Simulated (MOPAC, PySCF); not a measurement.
C$_{2}$H$_{4}$B$_{2}$, SMILES `BC1=CB1`, neutral singlet in the gas phase. 

Z-matrix (Å, degrees):
```
C
C 1 1.3505
H 2 1.0777 1 134.70
B 2 1.4273 3 159.63 1 179.98
H 4 1.1748 2 157.93 3 0.00
B 1 1.4794 2 159.13 3 0.01
H 6 1.1897 1 119.71 2 92.29
H 6 1.1897 7 120.41 1 -175.40
```
Charge 0, spin multiplicity 1.

All levels are single points at this geometry (CAM-B3LYP-D3(BJ)/def2-TZVP); Pople sets use spherical d functions. Orbital energies aren't observables, and empty levels follow the basis.

```csv
level,HOMO (eV),LUMO (eV),gap (eV),dipole (D),"vertical IE, Delta-SCF (eV)"
CAM-B3LYP-D3(BJ)/def2-TZVP in PySCF,-9.31,-0.24,9.07,0.73,10.31
TPSSh-D3(BJ)/def2-TZVP in PySCF,-7.25,-1.66,5.60,0.77,10.12
B3LYP/3-21G in PySCF,-7.75,-1.27,6.48,0.74,–
BP86/6-31G* in PySCF,-6.61,-2.00,4.61,0.80,–
PBE/6-31G* in PySCF,-6.51,-1.92,4.58,0.81,10.00
HF/3-21G in PySCF,-10.95,2.71,13.66,0.67,–
AM1 in MOPAC,-10.33,0.89,11.23,0.41,–
PM3 in MOPAC,-11.73,0.01,11.74,1.10,–
PM6 in MOPAC,-10.25,-0.26,10.00,0.12,–
```
